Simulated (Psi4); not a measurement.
Psi4 input (wB97X-D/6-311+G**):

```
memory 1500 MB

molecule {
0 1
B    -0.00000000   -0.00000000    0.00000000
H    -1.14940700   -0.10568700   -0.28676500
H     0.42885700   -0.56396100    0.95528500
H     0.72055000    0.66964800   -0.66852000
symmetry c1
no_reorient
no_com
}

set {
  basis 6-311+G**
  reference rks
  scf_type pk
  dft_radial_points 99
  dft_spherical_points 590
  e_convergence 1e-8
  d_convergence 1e-7
  maxiter 150
}

e = energy('wb97x-d')
print_out(f'\nFINAL {e:.10f} DIPOLE {variable("CURRENT DIPOLE")[0]:.6f} {variable("CURRENT DIPOLE")[1]:.6f} {variable("CURRENT DIPOLE")[2]:.6f}\n')
```

From the output:

```

  ==> Post-Iterations <==

   Electrons on quadrature grid:
      Ntotal   =    8.0000000016 ; deviation = 1.566e-09

    Orbital Energies [Eh]
    ---------------------

    Doubly Occupied:

       1A     -6.869124     2A     -0.608944     3A     -0.438709
       4A     -0.438709

    Virtual:

       5A     -0.002185     6A      0.068984     7A      0.085584
       8A      0.085584     9A      0.105363    10A      0.207657
      11A      0.207657    12A      0.217055    13A      0.391464
      14A      0.391464    15A      0.447779    16A      0.479156
      17A      0.598030    18A      0.598030    19A      0.640469
      20A      0.843213    21A      0.843213    22A      1.131578
      23A      1.170551    24A      1.170553    25A      1.437670
      26A      1.645075    27A      1.823476    28A      1.823476
      29A      1.906739    30A      1.906739    31A      1.976671
      32A      2.076123    33A      2.076124    34A      2.284062
      35A      2.625379    36A      2.625379    37A      2.806828
      38A      2.806828    39A      2.865790    40A     14.597745

    Final Occupation by Irrep:
              A
    DOCC [     4 ]
    NA   [     4 ]
    NB   [     4 ]

  @RKS Final Energy:   -26.60533710906109

   => Energetics <=

    Nuclear Repulsion Energy =              7.4446227996428007
    One-Electron Energy =                 -49.1255204264133809
    Two-Electron Energy =                  18.4491753534112810
    DFT Exchange-Correlation Energy =      -3.3732103896057146
    Empirical Dispersion Energy =          -0.0004044460960745
    VV10 Nonlocal Energy =                  0.0000000000000000
    Total Energy =                        -26.6053371090610860

Computation Completed

Properties will be evaluated at   0.000000,   0.000000,   0.000000 [a0]

Properties computed using the SCF density matrix

 Multipole Moments:

 ------------------------------------------------------------------------------------
     Multipole            Electronic (a.u.)      Nuclear  (a.u.)        Total (a.u.)
 ------------------------------------------------------------------------------------

 L = 1.  Multiply by 2.5417464519 to convert [e a0] to [Debye]
 Dipole X            :         -0.0000019            0.0000000           -0.0000019
 Dipole Y            :         -0.0000002           -0.0000000           -0.0000002
 Dipole Z            :         -0.0000004            0.0000000           -0.0000004
 Magnitude           :                                                    0.0000019

 ------------------------------------------------------------------------------------

FINAL -26.6053371091 DIPOLE -0.000002 -0.000000 -0.000000

*** Psi4 exiting successfully. Buy a developer a beer!
```

The geometry given is a B3LYP-D3(BJ)/def2-TZVP minimum.
